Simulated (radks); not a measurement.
Species: the neon ion Ne3.5+. Configuration: [He] 2s2 2p(1/2: 2, 3/2: 0.5) (fractional occupations, a model configuration). Calculated with a radial shooting solver on a logarithmic mesh with Libxc functionals: Dirac Kohn-Sham, LDA (Slater exchange, Perdew-Wang correlation), spin-unpolarised, spherical densities, finite nucleus; Fermi nuclear charge, rms radius 3.0055 fm. Some entries of the table are withheld. Estimate them.

| orbital | occ. | eigenvalue (Ry) | <1/r> (bohr^-1) | r(max) (bohr) |
|---|---|---|---|---|
| 1s1/2 | 2 | (1) | 9.594 | 0.1030 |
| 2s1/2 | 2 | -8.54943 | (2) | 0.6399 |
| 2p1/2 | 2 | -6.95797 | 1.785 | 0.5458 |
| 2p3/2 | 0.5 | -6.94581 | 1.780 | 0.5469 |

Answer. 
(1) 1s1/2 eigenvalue (Ry): -68.17667
(2) 2s1/2 <1/r> (bohr^-1): 1.869
